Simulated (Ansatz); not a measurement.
The cluster Te5Pb6⁻. The state is a doublet with charge -1. Geometry PBE-D4/def2-SVP, that of the neutral singlet; atoms count from 1.

Cartesian coordinates in Å:
```
Pb -2.465 1.642 -0.376
Pb -1.767 -2.726 1.855
Pb 1.127 2.705 -1.429
Pb 2.654 0.278 1.326
Pb 0.035 -0.612 3.228
Pb 0.114 -1.253 -1.843
Te -2.763 -1.299 -0.559
Te -1.049 1.446 -3.048
Te 1.184 -2.487 1.058
Te 0.028 1.961 1.487
Te 2.902 0.345 -1.699
```

In the def2 sets Pb, Te take a core potential; there is no spin–orbit coupling. The structure comes from a short search, and lower isomers may exist.

(1) Estimate the Mulliken populations from the PBE/def2-SVP orbitals of Ansatz.

(2) Where does the spin sit?

(3) And the Mayer bond orders between bonded heavy atoms (over 0.3)?

Answers

(1) 
```csv
atom,charge (e),spin (α − β)
Pb1,0.22,0.13
Pb2,0.01,0.16
Pb3,0.22,0.19
Pb4,0.20,0.20
Pb5,0.02,0.04
Pb6,0.32,0.40
Te7,-0.38,-0.01
Te8,-0.42,-0.03
Te9,-0.37,-0.02
Te10,-0.39,-0.02
Te11,-0.44,-0.04
```
Mulliken values and Mayer orders depend strongly on the basis.

(2) Summed by element: Pb 1.12, Te -0.12, of 1 unpaired in all. Largest on single atoms: Pb6 0.40, Pb4 0.20, Pb3 0.19.

(3) Pb1–Te7 0.88 (2.96 Å); Pb1–Te8 0.77 (3.03 Å); Pb1–Te10 0.57 (3.13 Å); Pb2–Pb5 0.86 (3.10 Å); Pb2–Te7 0.80 (2.98 Å); Pb2–Te9 0.63 (3.07 Å); Pb3–Te8 0.82 (2.99 Å); Pb3–Te10 0.51 (3.20 Å); Pb3–Te11 0.88 (2.97 Å); Pb4–Te9 0.57 (3.14 Å); Pb4–Te10 0.58 (3.12 Å); Pb4–Te11 0.74 (3.04 Å); Pb5–Te9 0.67 (3.09 Å); Pb5–Te10 0.57 (3.11 Å); Pb6–Te7 0.52 (3.15 Å); Pb6–Te8 0.53 (3.18 Å); Pb6–Te9 0.38 (3.33 Å); Pb6–Te11 0.46 (3.22 Å).
